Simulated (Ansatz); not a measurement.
Reaction (ligand exchange at a Ge–O bond): `[OH][Ge][F]` + CH₃SH → `C[S][Ge][F]` + H₂O

Isolated molecules relaxed with PBE0-D4/def2-TZVP in Ansatz; ΔE leaves out vibrations. CBS: MP2 limit from def2 TZ/QZ plus the TZ coupled-cluster correction, frozen cores. This one scheme is used for every species. DFT in def2-TZVPP. For Ge outer-core shells are correlated without core-valence functions, which leaves a few kJ/mol of doubt a bond. Scalar relativity is left out up to krypton. Each species was taken in one conformer, which may not be the lowest.

```csv
level,ΔE (eV)
revPBE-D4,-0.10
MP2/CBS(def2),-0.03
```

(1) What does CCSD(T)/CBS give? (An estimate is asked.)

Largest T1 diagnostic among the species: 0.015.

## Answers

(1) Computed: -0.01 eV. The listed levels differ from it by -0.09, -0.02 eV.

From BLYP to BHLYP (50 % exact exchange), in def2-TZVPP and without D4, ΔE moves by +0.04 eV. At CCSD(T), def2-SVP lies +0.11 eV from the extrapolated value and def2-TZVPP +0.06 eV.
